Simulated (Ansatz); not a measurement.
Reaction (redistribution): `[CH3][Al]([NH2])[SH]` + `CN(C)[Si]O` → `[NH2][Al]([OH])[SH]` + `C[Si]N(C)C`

Calculated with Ansatz (gas phase, PBE0-D4/def2-TZVP geometries, no zero-point term in ΔE). CCSD(T)/CBS is the MP2 limit (def2-TZVPP, def2-QZVPP) plus CCSD(T) − MP2 in def2-TZVPP, frozen cores. This one scheme is used for every species. Each species was taken in one conformer, which may not be the lowest.

```
               species  CCSD(T)/def2-SVP energy (Eh)
`[CH3][Al]([NH2])[SH]`                    -735.65859
          `CN(C)[Si]O`                    -498.63286
 `[NH2][Al]([OH])[SH]`                    -771.52961
          `C[Si]N(C)C`                    -462.76345
```

Q: Work out ΔE.

A: ΔE = (-771.52961) + (-462.76345) − (-735.65859) − (-498.63286) = -0.00161 Eh = -1.0 kcal/mol. CCSD(T)/CBS gives +0.3 kcal/mol.

Largest T1 diagnostic among the species: 0.014.

At CCSD(T), def2-SVP lies −1.4 kcal/mol from the extrapolated value and def2-TZVPP +0.0 kcal/mol. From BLYP to BHLYP (50 % exact exchange), in def2-TZVPP and without D4, ΔE moves by −1.0 kcal/mol. Leaving LDA and LC-ωPBE aside and taking each functional with its dispersion term where it has one, the values, not all of them listed here, spread over 1.2 kcal/mol, from PBE-QIDH to ωB97M-V.
